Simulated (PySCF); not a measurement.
Electron correlation in Hf⁶⁰⁺ (hafnium, charge +60)

[Ne] 3s2, closed-shell 1S. Computed with PySCF 2.14 in an even-tempered Gaussian basis (17 s from 17 bohr⁻², ratio 2.5; 12 p from 22 bohr⁻², ratio 2.5; 4 d from 79 bohr⁻², ratio 2.7; 4 f from 120 bohr⁻², ratio 2.7), with the spin-free X2C one-electron Hamiltonian (Gaussian nucleus). Frozen: 1s2; 10 electrons correlated; the 20 highest virtual orbitals of each spin left out.

```tsv
level	correlation energy (mhartree)
CCSD	-494.58
(T)	-0.38
CCSD(T)	-494.96
```

Diagnostics: T1 = 0.00010, D1 = 0.0003, largest double amplitude 0.034.

Cost of the coupled-cluster step: roughly 2.2 core-seconds, for 10 correlated electrons.

Iterations:

```
CC2 = 0
CCSD nocc = 5, nmo = 80
frozen orbitals [0, 81, 82, 83, 84, 85, 86, 87, 88, 89, 90, 91, 92, 93, 94, 95, 96, 97, 98, 99, 100]
max_cycle = 100
direct = 0
conv_tol = 1e-08
conv_tol_normt = 1e-06
diis_space = 8
diis_start_cycle = 0
Init t2, MP2 energy = -10895.1630405311  E_corr(MP2) -0.479309123822623
Init E_corr(CCSD) = -0.479309123822624
cycle = 1  E_corr(CCSD) = -0.491908642245771  dE = -0.0125995184  norm(t1,t2) = 0.00768689
cycle = 2  E_corr(CCSD) = -0.4940963930131  dE = -0.00218775077  norm(t1,t2) = 0.00141916
cycle = 3  E_corr(CCSD) = -0.494583204541367  dE = -0.000486811528  norm(t1,t2) = 0.000265318
cycle = 4  E_corr(CCSD) = -0.494583134370492  dE = 7.01708748e-08  norm(t1,t2) = 1.01049e-06
cycle = 5  E_corr(CCSD) = -0.494583134333969  dE = 3.65231734e-11  norm(t1,t2) = 3.33001e-09
CCSD converged
E(CCSD) = -10895.17831454165  E_corr = -0.4945831343339686
CCSD(T) correction = -0.000383728960475541
```

At this charge the one-electron X2C treatment keeps the bare 1/r₁₂, with no two-electron picture change or Breit term. The effect here is smaller than on the frozen 1s shell; and a scalar Hamiltonian misses the large spin-orbit splitting of the p shells, which matters for ns² → np² pairs.
